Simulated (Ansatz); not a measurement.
Cartesian coordinates in Å:
```
B 0.0496 -0.2655 -1.7794
N -0.1216 -0.4649 -0.4014
Al 0.1996 0.8286 0.8078
Se -0.1053 0.3757 3.0600
H -0.1713 -1.1485 -2.5601
H 0.4231 0.8107 -2.1603
H -0.4364 -1.3824 -0.1176
H 0.6818 2.2547 0.3605
H -0.5194 -1.0082 2.7904
```

Total charge 0; spin multiplicity 1.

Task: List the B3LYP/def2-TZVPP orbital energies in eV (Ansatz). (Best estimate.)

Result: Computed: Occupied: -12351.03, -1580.37, -1524.97, -1418.54, -1418.50, -1418.47, -389.42, -212.67, -183.43, -156.75, -156.61, -156.53, -112.94, -73.66, -73.52, -73.46, -57.51, -57.47, -57.40, -57.29, -57.29, -23.22, -19.16, -14.32, -12.88, -11.19, -10.80, -9.55, -8.84, -8.73, -8.22, -7.21. Lowest empty: -1.20, -0.41, -0.33, -0.32, 0.71, 1.93, 2.16, 2.47.

B3LYP here is the variant with VWN-RPA as its local correlation; programs differ in this.
